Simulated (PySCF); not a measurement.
Calculated properties of `C1C[C@@H]2C[C@H](C1)[C@H]2C1CC1`

Species: C10H16.
SMILES with atom numbers: `[CH2:1]1[CH2:2][C@@H:3]2[CH2:4][C@H:5]([CH2:6]1)[C@H:7]2[CH:8]1[CH2:9][CH2:10]1` (hydrogens: H11, H12 on C1; H13, H14 on C2; H15 on C3; H16, H17 on C4; H18 on C5; H19, H20 on C6; H21 on C7; H22 on C8; H23, H24 on C9; H25, H26 on C10)

Some functional groups and rings: cyclopropane ring and cyclobutane ring.

**GFN2-xTB geometry**

| Item | Value |
| --- | --- |
| Point group of the GFN2-xTB geometry | Cs |
| Rotational constants A, B, C of the GFN2-xTB geometry | 2.800, 0.901, 0.849 GHz |

**PBE0/pcSseg-1 ground state and GIAO shieldings, non-relativistic (PySCF)**

| Quantity | Value |
| --- | --- |
| Dipole moment | 0.14 D |
| HOMO energy | -7.34 eV |
| LUMO energy | 1.46 eV |
| HOMO–LUMO gap | 8.80 eV |
| Lowest Hirshfeld atomic charge | -0.09 e on C9/C10 |
| Highest Hirshfeld atomic charge | +0.04 e on H11, H13, H17, H20, H22, H23, H24, H25, H26 |
| 13C chemical shifts (computed TMS as zero) by class | 61.7 (C7), 39.3 (C3/C5), 35.0 (C2/C6), 23.4 (C4), 19.2 (C1), 16.1 (C8), 5.6 (C9/C10) ppm |
| 1H chemical shifts (computed TMS as zero) by class | 2.11 (H15/H18), 2.05 (H13/H20), 2.01 (H17), 2.00 (H12), 1.67 (H14/H19), 1.60 (H16), 1.57 (H11), 0.95 (H22), 0.49 (H24/H26), 0.02 (H23/H25), -0.02 (H21) ppm |
| Mayer bond orders between heavy atoms | C1–C2 1.03, C2–C3 1.02, C3–C4 0.95, C4–C5 0.95, C5–C6 1.02, C5–C7 0.91, C7–C8 0.99, C8–C9 0.96, C9–C10 0.98, C6–C1 1.03, C10–C8 0.96, C7–C3 0.91 |

Monoisotopic mass (most abundant isotopes): 136.1252 u.

The rotational constants make it an asymmetric top with κ = (2B − A − C)/(A − C) = -0.95, nearer the prolate limit (−1). With B = h/(8π²I), that is 505.379 GHz u Å² over I, the principal moments of inertia are 180.5, 561.2 and 595.4 u Å² (most abundant isotopes). A dipole of 0.14 D is allowed in Cs, and pure rotational transitions are dipole-allowed. The dipole equals about 0.5 × 10⁻³⁰ C·m (1 D = 3.33564 × 10⁻³⁰ C·m).

Geometry: GFN2-xTB, one conformer, isolated molecule.
